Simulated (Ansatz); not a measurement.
A series at Sn: from `[Br][SnH]([Br])[Br]`, ligands are replaced one by one, each step taking up H₂O and setting free HBr; n counts the steps. Ansatz, PBE0-D4/def2-TZVP geometries. Each molecule was computed in one conformer, which needn't be the lowest.

| n | molecule | HOMO energy, ωB97M-V/def2-TZVPP (eV) |
| --- | --- | --- |
| 0 | `[Br][SnH]([Br])[Br]` | ? |
| 1 | `[OH][SnH]([Br])[Br]` | -10.81 |
| 2 | `[OH][SnH]([OH])[Br]` | -10.92 |
| 3 | `[OH][SnH]([OH])[OH]` | -11.14 |

Task: By hand: fit a straight line y = ȳ + b (n − n̄) to the 3 given rows and predict n = 0.

Result: n̄ = 2.000, ȳ = -10.957; Σ(n − n̄)(y − ȳ) = -0.330, Σ(n − n̄)² = 2.000, so b = -0.165 eV a step. Prediction: -10.957 + (-0.165) × (-2.000) = -10.63 eV.

Task: By hand: compare with the computed value, -10.89 eV, and give the steps along the whole series.

Result: The line misses by -0.26 eV (computed minus predicted). Steps: 0.08, -0.11, -0.22 eV.

The steps change sign along the series, so a line is a poor guide. The highest orbital can change its character along such a series. The miss is 78.8 % of the series' range.

Spin–orbit coupling is left out; it splits and shifts lone-pair levels of the heavy atoms by tenths of an eV.
